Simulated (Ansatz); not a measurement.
Geometry optimisation, RKS B3LYP-D4/def2-SVP in Ansatz 0.2.0.

The input (input.yaml):

```yaml
crystal:
  periodic: [false, false, false]
  atoms:
    - { symbol: Si, position_ang: [-1.301509, 0.792531, 0.437247] }
    - { symbol: C, position_ang: [-0.042822, -2.108903, 0.810271] }
    - { symbol: H, position_ang: [-2.025077, 2.084154, 0.229764] }
    - { symbol: H, position_ang: [-2.219983, -0.327233, 0.116866] }
    - { symbol: H, position_ang: [-0.833913, 0.726135, 1.849472] }
    - { symbol: H, position_ang: [0.444237, -1.30596, 0.267659] }
    - { symbol: O, position_ang: [0.035945, 0.737111, -0.641534] }
    - { symbol: Si, position_ang: [1.336437, 1.479273, -1.347862] }
    - { symbol: H, position_ang: [-0.897599, -2.480138, 0.227648] }
    - { symbol: H, position_ang: [-0.390674, -1.75668, 1.79056] }
    - { symbol: H, position_ang: [0.67047, -2.932942, 0.963294] }
    - { symbol: H, position_ang: [2.447104, 0.490245, -1.450516] }
    - { symbol: H, position_ang: [0.978222, 1.955493, -2.715165] }
    - { symbol: H, position_ang: [1.799163, 2.646913, -0.537603] }
basis:
  gaussian: { orbitals: def2-SVP }
hamiltonian:
  xc: b3lyp
  dispersion: d4
relax:
  f_tol: 0.03
  max_steps: 50
output:
  orbitals: {}
```

Launched with:

```bash
$ ansatz run input.yaml --threads 2 --pin off --max-ram 3072MiB --backend cpu --events-out ev --progress --plain --runs-dir out
```

Question: Where does it end, and by what steps?

Answer: The run converged. The force dipped under the threshold on the way, but the program's further checks kept it going. After 22 steps the energy has fallen by 0.155 eV; H9 moved furthest, 0.71 Å.

```tsv
step	energy less start (eV)	largest force component (eV/Å)	accepted
0	0.0000	1.174	yes
1	-0.1180	0.827	yes
2	-0.0356	1.185	no
3	-0.1435	0.112	yes
4	-0.1451	0.059	yes
5	-0.1465	0.065	yes
6	-0.1471	0.070	yes
7	-0.1479	0.047	yes
8	-0.1485	0.046	yes
9	-0.1488	0.040	yes
10	-0.1491	0.048	yes
11	-0.1494	0.041	yes
12	-0.1498	0.031	yes
13	-0.1501	0.054	yes
14	-0.1505	0.042	yes
15	-0.1518	0.036	yes
16	-0.1499	0.172	no
17	-0.1459	0.330	no
18	-0.1524	0.012	yes
19	-0.1536	0.029	yes
20	-0.1534	0.117	no
21	-0.1545	0.021	yes
22	-0.1552	0.024	yes
```

```xyz
14
Properties=species:S:1:pos:R:3
Si -1.472 1.125 0.323
C 0.146 -2.324 0.819
H -2.216 2.365 -0.050
H -2.379 -0.048 0.196
H -1.002 1.249 1.734
H 0.242 -1.524 0.074
O -0.182 0.907 -0.698
Si 1.296 1.400 -1.270
H -0.581 -3.069 0.465
H -0.204 -1.900 1.772
H 1.121 -2.808 0.972
H 2.059 0.197 -1.705
H 1.111 2.320 -2.431
H 2.061 2.111 -0.201
```

Run time: 51 s on 2 threads of Arm Neoverse V2, with other jobs on the host, peak memory 0.25 GiB.
